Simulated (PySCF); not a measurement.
Compound: C₃H₈F₄S₂Si₂.
Atom-mapped SMILES: `[CH3:1][S:2][SiH2:3][S:4][Si@H:5]([F:6])[CH2:7][C:8]([F:9])([F:10])[F:11]` (hydrogens: H12, H13, H14 on C1; H15, H16 on Si3; H17 on Si5; H18, H19 on C7)

Method: PySCF, PBE0-D3(BJ)/def2-SVP geometry optimisation, gas phase.

Q: What internal coordinates does the optimisation give?

A: 
```csv
bond,length (bohr)
C1–S2,3.447
S2–Si3,4.013
Si3–S4,4.103
S4–Si5,4.015
Si5–F6,3.079
Si5–C7,3.551
C7–C8,2.839
"C8–F9, C8–F10, C8–F11",2.528
"C1–H12, C1–H13, C1–H14",2.076
Si3–H15,2.813
Si3–H16,2.815
Si5–H17,2.800
C7–H18,2.080
C7–H19,2.081
```

Bonds in one row agree within 0.02 bohr and their mean is given. A selection of angles:
```csv
angle,degrees
S2–C1–H12,111.4
S2–C1–H14,106.5
H12–C1–H13,110.0
C1–S2–Si3,99.4
S2–Si3–S4,108.3
S2–Si3–H15,107.3
S2–Si3–H16,110.9
S4–Si3–H15,110.2
S4–Si3–H16,108.4
H15–Si3–H16,111.7
Si3–S4–Si5,98.3
S4–Si5–F6,108.1
S4–Si5–C7,106.2
S4–Si5–H17,113.3
F6–Si5–C7,109.6
F6–Si5–H17,106.2
C7–Si5–H17,113.4
Si5–C7–C8,115.1
Si5–C7–H18,109.1
Si5–C7–H19,107.9
C8–C7–H18,108.3
C8–C7–H19,108.8
H18–C7–H19,107.3
C7–C8–F9,111.3
F9–C8–F10,107.3
```

Torsions: C1–S2–Si3–S4 -63° (synclinal); S2–Si3–S4–Si5 -160° (antiperiplanar); Si3–S4–Si5–F6 -39° (synclinal); S4–Si5–C7–C8 -159° (antiperiplanar); Si5–C7–C8–F9 -56° (synclinal).

Si3 (SiH2 silicon) is tetrahedral (angles from 107.3° to 111.7°). The 3 S–Si bonds span 2.123 Å (S2–Si3, drawn single) to 2.171 Å (Si3–S4, drawn single), a spread of 0.048 Å. Si5 (fluorine-bound silicon) is distorted tetrahedral (angles from 106.2° to 113.4°).

Point group: C1 (no symmetry element, even within 0.4 Å). Whether it is a minimum is left open (no frequencies). One conformer, not necessarily the lowest.
